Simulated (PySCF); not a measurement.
# Computed structure and properties of [Ce(S2)]2+

System: [Ce(S2)]2+ (singlet); start: template (C2v). Method: PySCF 2.14.0, RKS r2SCAN, Ce lcecp-2-SVP with ECP46, S def2-SVP; non-relativistic Hamiltonian with scalar-relativistic core potentials where named; density fitting; no spin-orbit coupling.

Input of the relaxation:

```python
mol = gto.M(atom='''
Ce     0.00000     0.00000    -0.77106
S      1.03500    -0.00000     1.68704
S     -1.03500     0.00000     1.68704''',
    basis={'Ce': 'lcecp-2-SVP', 'S': 'def2-SVP'},
    ecp={'Ce': 'lcecp-2-SVP'},
    charge=2, spin=0)
mf = dft.RKS(mol, xc='R2SCAN')
mf.grids.atom_grid = (50, 194)  # f atoms: unpruned, at least (60, 302)
mf = mf.density_fit()  # fitting sets: Ce AutoAux, S def2-universal-JKFIT
mf.conv_tol = 1e-08; mf.max_cycle = 55
mf.kernel(dm0)  # dm0: converged density of the start geometry
# quasi-Newton relaxation in Cartesian coordinates to a largest gradient under 0.00045 Eh/bohr, steps kept in the point group
```

Run from Python with OMP_NUM_THREADS=2; the lines above give its settings. Where DIIS fails, smearing, a level shift and second-order steps follow.
It took 16 s on 2 threads of Arm Neoverse V1, with other jobs on the host, from the converged density of the start.

Course of the relaxation:

```tsv
step	energy above end (eV)	largest force component within the symmetry (eV/Å)
0	0.5490	3.610
1	0.1993	2.477
2	0.0900	2.291
3	0.0049	0.445
4	0.0002	0.068
5	0.0000	0.014
6	0.0000	0.005
```

Relaxed geometry (C2v):

```xyz
3

Ce    0.0000    0.0000   -0.5957
S     1.0596    0.0000    1.5994
S    -1.0596    0.0000    1.5994
```

```tsv
contact	Å
Ce1–S2 (S2)	2.437
```

On the finer grid (75, 302):

```yaml
HOMO: not given (4f levels lie in the core)
LUMO: not given (4f levels lie in the core)
Dipole_about_the_centre_of_mass: 4.70 D
Set_of_Mulliken_populations_of_Ce1_outside_the_core_potential: s 2.09, p 6.00, d 2.11, f 0.06
D3_BJ_dispersion_energy_not_in_the_energies: -0.024 eV
```

| atom | Mulliken (e) | Löwdin (e) | spin (e) |
| --- | --- | --- | --- |
| Ce1 | 1.74 | 1.20 | 0.00 |
| S2 | 0.13 | 0.40 | 0.00 |
| S3 | 0.13 | 0.40 | 0.00 |

The large-core potential holds the 4f shell empty.

No frequency check is given for this geometry.

Rigid scan of S2 along the line from its metal:

| distance to the ligand's centre (Å) | energy (eV) |
| --- | --- |
| 1.90 | 1.576 |
| 2.00 | 0.617 |
| 2.10 | 0.135 |
| 2.20 | 0.000 |
| 2.30 | 0.105 |
| 2.40 | 0.371 |
| 2.60 | 1.162 |

One start shape was tried, so this needn't be the lowest isomer.
